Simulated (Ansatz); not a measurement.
Several settings on one geometry of TeO₂F₂ (that of the charge 0 singlet, B3LYP-D4/def2-SVP). Ansatz on 4 threads of Arm Neoverse V2 on a shared host; times are rough.

Cartesian coordinates in Å:
```
Te 0.187 -0.001 0.131
O -0.137 -0.020 1.907
O 1.743 0.014 -0.785
F -0.902 1.384 -0.612
F -0.892 -1.377 -0.640
```

Totals from different functionals, basis sets or treatments of relativity can't be compared as stabilities.

In the def2 sets Te takes a core potential; there is no spin–orbit coupling. LC-ωPBE has ω = 0.4 bohr⁻¹.

The spins typed aren't always the lowest for that charge.

**Question.** Give the basis size and estimate the energy, ⟨S²⟩ and time of these runs.

```json
{"run": "1", "method": "UKS ωB97/def2-mTZVP", "charge": "0", "state": "triplet", "further keys": "–"}
{"run": "2", "method": "RKS RPBE-D3(BJ)/def2-TZVPP", "charge": "0", "state": "singlet", "further keys": "point_charges: [{charge: 1.00, position_ang: [6.160, 0.584, 0.572]}]; scf: {lower_state_search: light}"}
{"run": "3", "method": "UKS LC-ωPBE/def2-SVPD", "charge": "-1", "state": "doublet", "further keys": "nuclear_model: gaussian; forces asked"}
```

**Answer.** 
```csv
run,functions,energy (Eh),⟨S²⟩,wall time
1,122,-618.0531,2.03,26 s
2,174,-618.3015,–,1.3 s
3,127,-617.7041,0.76,3.4 s
```
